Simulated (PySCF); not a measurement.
## Excitation energy of Sc²⁺ by level of theory

Sc²⁺ [Ar] 3d1 (2D) → Sc²⁺ [Ar] 4p1 (2P), as a difference of total energies. All numbers are calculated (PySCF 2.14, no relativity, point nucleus, in dyall-av2z). The calculations carry no spin-orbit coupling.

| method | excitation energy (cm⁻¹) |
| --- | --- |
| UHF | 60185 |
| LDA | 64594 |
| PBE | 63954 |
| r2SCAN | 65159 |
| TPSSh | 65181 |
| wB97X | 66710 |

Question: Estimate what PW91 gives.

Answer: 64446 cm⁻¹, closest to LDA among the rows shown.

Question: Estimate what PBE0 gives.

Answer: 64419 cm⁻¹, closest to LDA among the rows shown.

A first-order spin-orbit estimate (lowest level to lowest level, LS coupling) adds -0.011 eV.
